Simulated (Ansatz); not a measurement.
The cluster Ti₃B₃. Total charge 0; doublet. Geometry r2SCAN-D4/def2-SVP; atoms count from 1.

```tsv
atom	x (Å)	y (Å)	z (Å)
Ti1	-1.045	-1.297	-1.390
Ti2	0.487	-1.188	0.560
Ti3	-1.208	0.688	0.299
B4	0.923	0.965	0.115
B5	0.292	0.238	-1.179
B6	0.551	0.594	1.594
```

The charge 0 doublet is spin-contaminated (final ⟨S²⟩ up to 1.90, 0.75 for a pure state). No other spin state of charge 0 was run. The geometry of the doublet was relaxed on an unsound state (⟨S²⟩ 1.57, where a pure state has 0.75). Another isomer (quartet) lies 0.44 eV lower at PBE0-D4/def2-TZVP; other spin states weren't run for this one.

(1) Estimate the Mulliken populations from the PBE0/def2-TZVP orbitals of Ansatz.

(2) Where does the spin sit?

(3) And the Mayer bond orders between bonded heavy atoms (over 0.3)?

Answers

(1) 
```tsv
atom	charge (e)	spin (α − β)	d electrons
Ti1	0.11	-1.42	2.68
Ti2	0.37	1.34	2.68
Ti3	0.36	0.97	2.59
B4	-0.10	-0.02	–
B5	-0.38	0.17	–
B6	-0.36	-0.03	–
```
Mulliken values and Mayer orders depend strongly on the basis.

(2) Summed by element: Ti 0.89, B 0.11, of 1 unpaired in all. Largest on single atoms: Ti1 -1.42, Ti2 1.34, Ti3 0.97.

(3) Ti1–Ti2 1.17 (2.48 Å); Ti1–Ti3 1.12 (2.61 Å); Ti1–B5 1.28 (2.05 Å); Ti2–Ti3 1.03 (2.54 Å); Ti2–B4 0.52 (2.24 Å); Ti2–B5 0.59 (2.26 Å); Ti2–B6 1.10 (2.06 Å); Ti3–B4 0.58 (2.16 Å); Ti3–B5 0.77 (2.15 Å); Ti3–B6 1.04 (2.19 Å); B4–B5 1.02 (1.61 Å); B4–B6 1.31 (1.57 Å).
